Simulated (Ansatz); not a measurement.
System: CH₂NO, charge 1, singlet. CH2NO+ (SMILES N=C=[OH+]).
B3LYP-D3(BJ)/def2-TZVP minimum from Ansatz (a program for electronic structure):
```
C
N 1 1.1405
O 1 1.2401 2 174.27
H 3 0.9817 1 117.72 2 -180.00
H 2 1.0092 4 165.89 3 180.00
```
Charge +1, spin multiplicity 1.

Hartree-Fock and CCSD(T) correlation energies in hartree (Ansatz). Radicals and triplets start from unrestricted determinants; spin-orbit coupling is neglected. Cores are frozen in correlated methods. No relativity.

```
basis    X       E(HF)  E(corr, CCSD(T))
-------  -  ----------  ----------------
cc-pVTZ  3  -168.09751          -0.59775
cc-pVQZ  4  -168.10966          -0.63472
cc-pV5Z  5  -168.11237          withheld
```

### Question
Fit E(corr) = E∞ + A/X³ to X = 3 and 4, predict X = 5, and compare with the run.

### Answer
A = (-0.59775 - (-0.63472))/(1/27 - 1/64) = 1.7266; E∞ = -0.63472 - A/64 = -0.66170; at X = 5, E∞ + A/125 = -0.64789. The run gave -0.64725, 0.64 mEh above the prediction. The same form on X = 4 and 5 gives E∞ = -0.66040, 1.30 mEh above the first estimate.
